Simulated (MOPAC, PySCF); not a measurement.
Positional isomers: butadiene silyl. Gas-phase values, no solvent. One relaxed conformer stands for each flexible species; it need not be the lowest. Strings in code marks are SMILES.

Quantity: electronic energy of isomers of C4H8Si relative to `C=C/C=C/[SiH3]` (C–C–C–C torsion 180°), in kcal/mol. Semi-empirical values (MOPAC) are differences of heats of formation.

Level 1: B3LYP/3-21G // PBE-D3(BJ)/def2-TZVP (PySCF)
Level 2: B3LYP/LANL2DZ // PBE-D3(BJ)/def2-TZVP (PySCF)
Level 3: PBE/6-31G* // PBE-D3(BJ)/def2-TZVP (PySCF)
Level 4: AM1 // PBE-D3(BJ)/def2-TZVP (MOPAC)

| species | level 2 | level 3 | level 4 |
|---|---|---|---|
| `C=C/C=C\[SiH3]` (C–C–C–C torsion 180°) | 1.74 | 1.98 | 2.28 |
| `C=CC(=C)[SiH3]` (C–C–C–Si torsion 0°) | 2.73 | 2.85 | 5.52 |

Question: What does level 1 give for each?

Answer: 
- `C=C/C=C\[SiH3]` (C–C–C–C torsion 180°): 1.67
- `C=CC(=C)[SiH3]` (C–C–C–Si torsion 0°): 2.04
